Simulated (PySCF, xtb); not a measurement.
BiF2, SMILES [Bi+]([F])[F] (connectivity only; charge and spin as stated), charge +1, multiplicity 1.

Harmonic wavenumbers (cm⁻¹) from xtb with GFN2-xTB at its own minimum, in rising order: 175, 486, 487.

Q: What does PBE0-D3(BJ)/def2-TZVP (PySCF) give at its own minimum? (An estimate is asked for; the answer gives what the named calculation found.)

A: 194, 664, 677. Paired by order, the mean absolute difference is 129 cm⁻¹ and the zero-point energies are 1.6 and 2.2 kcal/mol.
